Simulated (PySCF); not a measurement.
## P⁺: excitation energy

P⁺ [Ne] 3s2 3p2 (3P) → P⁺ [Ne] 3s1 3p2 3d1 (high-spin determinant), as a difference of total energies. Calculation: PySCF 2.14, in aug-cc-pV(Q+d)Z (7s6p5d3f2g, 89 functions); no relativity, point nucleus. Correlated levels: valence: [Ne] frozen. The calculations carry no spin-orbit coupling.

| method | excitation energy (eV) |
| --- | --- |
| UHF | 16.215 |
| LDA | 16.964 |
| PBE | 16.790 |
| TPSS | 16.820 |
| LC-wPBE | 17.218 |
| PW91 | 16.801 |
| MP2 (valence) | 17.339 |
| SCS-MP2 (valence) | 17.907 |

Task: How much does correlation contribute at MP2 (valence)?

Result: 17.339 − (16.215) = 1.124 eV, measured against UHF.

A first-order spin-orbit estimate (lowest level to lowest level, LS coupling) adds 0.008 eV.

The promoted electron is Rydberg-like, and one or two diffuse shells describe it only roughly, which tends to raise the upper state.

The determinant of the upper state mixes LS terms, which raises its energy above the lowest term, most at the Hartree-Fock and MP2 levels.
